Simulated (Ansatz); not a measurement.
Z-matrix (Å, degrees):
```
C
B 1 1.563
H 1 1.092 2 116.7
H 1 1.103 2 104.3 3 116.2
H 1 1.096 2 113.7 3 -128.8
C 2 1.563 1 118.9 3 151.5
In 2 2.266 1 120.6 3 -28.4
H 6 1.096 2 113.7 1 22.8
H 6 1.092 2 116.7 1 151.6
H 6 1.103 2 104.3 1 -92.1
H 7 1.740 2 123.9 1 -85.3
H 7 1.740 2 123.9 1 94.7
```

Charge 0, multiplicity 1. In: def2 effective core potential.

**Question.** List the r2SCAN/def2-TZVPP orbital energies in eV (Ansatz). (An estimate is asked.)

**Answer.** Ansatz gave: Occupied: -272.56, -272.56, -180.61, -124.93, -81.68, -81.32, -81.29, -18.97, -18.82, -18.74, -18.73, -18.66, -18.48, -17.82, -11.57, -10.95, -10.59, -9.97, -9.93, -9.63, -8.10, -6.73, -5.75. Lowest empty: -1.97, -1.71, 0.46, 0.95, 1.79, 1.93, 2.34, 2.60.
